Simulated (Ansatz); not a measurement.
`[F][Ge]([F])([SiH3])[SiH3]` → `[F][Ge][F]` + `[SiH3][SiH3]` at 400 K and 1 bar (germylene formation by 1,1-elimination).

Gas-phase electronic energies from Ansatz, PBE0-D4/def2-TZVP geometries. CCSD(T)/CBS adds triple-zeta CCSD(T) − MP2 to the extrapolated MP2 energy (def2 sets, frozen cores). For Ge outer-core shells are correlated without core-valence functions, which leaves a few kJ/mol of doubt a bond. Scalar relativity is left out up to krypton.

| species | CCSD(T)/CBS energy (Eh) | H − E (kJ/mol) | S (J/(mol·K)) |
| --- | --- | --- | --- |
| `[F][Ge]([F])([SiH3])[SiH3]` | -2857.53624 | 186.7 | 454.5 |
| `[F][Ge][F]` | -2275.77030 | 26.6 | 285.6 |
| `[SiH3][SiH3]` | -581.74359 | 152.8 | 300.2 |

H − E and S are ideal-gas, rigid-rotor, harmonic terms from PBE0-D4/def2-TZVP. 1 Eh = 2625.50 kJ/mol, R = 8.31446 J/(mol·K).

By hand: ΔE, ΔH, ΔS and ΔG.

ΔE = (-2275.77030) + (-581.74359) − (-2857.53624) = 0.02235 Eh = 58.7 kJ/mol. Δ(H − E) = 26.6 + 152.8 − 186.7 = -7.3, so ΔH = 51.4 kJ/mol. ΔS = 285.6 + 300.2 − 454.5 = 131.3 J/(mol·K). ΔG = 51.4 − 400 × (131.3)/1000 = -1.1 kJ/mol.

By hand: the equilibrium constant, and the temperature at which ΔG would vanish if ΔH and ΔS stayed fixed.

log₁₀ K = −ΔG/(RT ln 10) = 0.1. ΔG = 0 at ΔH/ΔS = 391 K.

The number of gas molecules changes by +1, which sets the sign of ΔS. The sign of ΔG lies within the doubt. A doubt of 5 kJ/mol in ΔE shifts log₁₀ K by 0.7 here. These are equilibria of isolated gas molecules and say nothing of rates. Largest T1 diagnostic: 0.015 (customary marks: 0.02 for closed shells, 0.045 for open ones).
